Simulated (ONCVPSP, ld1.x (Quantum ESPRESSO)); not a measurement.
## Potentials for O compared

Generated with ld1.x 7.5 (TM, RRKJ, ultrasoft, PAW), atompaw 4.2 or ONCVPSP 4.0.1. The cutoff is in Ry: for ld1.x and atompaw files where the sum of valence levels is converged to 10 mRy in a Bessel basis, for ONCV files where the hardest occupied wave has 1 mHa per electron of residual kinetic energy. The error is the largest all-electron minus pseudo excitation energy over each file’s own four to seven test configurations (ionisations up to +4, promotions, holes and added fractions of an electron), all of which were solved. The labels leave out finer settings (local radius, basis sizes, second energies), which also bear on the numbers. Spin-polarised tests are not counted. The rows are a selection from randomly drawn settings: files with unsolved tests, undetermined cutoffs or missed reference levels are left out.

A true bound ghost makes a file unfit for plane-wave use even where its test errors are small: the radial tests pick states by their node count and pass the ghost by.

| potential | cutoff (Ry) | largest error (meV) | bound ghosts |
| --- | --- | --- | --- |
| ONCV, PBEsol, scalar-relativistic, rc 0.40/1.55/1.35 (spd), local smoothed, core correction no, reference 1s2 2s2 2p4, qcut 29.8/9.5/6, projectors 2/1/2 | 744 | +740 | d |
| TM, PBE, non-relativistic, rc 0.75/1.35/1.40 (spd), local smoothed, core correction yes, reference 2s2 2p3.5 | 80 | +439 | none |
| ONCV, LDA (Perdew-Wang 92), scalar-relativistic, rc 0.90/1.85/1.40 (spd), local smoothed, core correction yes, reference 2s2 2p4, qcut 9.1/7.2/7, projectors 2/1/3 | 74 | +5606 | d |
| ONCV, LDA (Perdew-Wang 92), scalar-relativistic, rc 0.85/1.80 (sp), local smoothed, core correction no, reference 2s2 2p4, qcut 9/7.1, projectors 1/3 | 81 | +5959 | none |
| TM semilocal, PBE, scalar-relativistic, rc 0.75/1.40/1.20 (spd), local d, core correction yes, reference 2s2 2p4 | 80 | +1887 | none |
| TM semilocal, revPBE, non-relativistic, rc 0.85/1.90/1.70 (spd), local s, core correction yes, reference 2s2 2p1 | 120 | +1755 | none |
| ultrasoft, PBEsol, scalar-relativistic, rc 0.75/1.05/0.90 (spd), local smoothed, core correction no, reference 2s2 2p4 | 70 | +571 | none |

Q: Fill in the row for O: TM, PBE, scalar-relativistic, rc 0.95/1.50/1.60 (spd), local smoothed, core correction no, reference 2s2 2p4.

A: cutoff 70 Ry, largest error +2081 meV, bound ghosts: none.

Q: Fill in the row for O: ONCV, PBEsol, non-relativistic, rc 0.75/2.00/1.90 (spd), local smoothed, core correction yes, reference 2s2 2p2.5, qcut 10.9/6.1/4.6, projectors 2/2/2.

A: cutoff 88 Ry, largest error +1448 meV, bound ghosts: none.
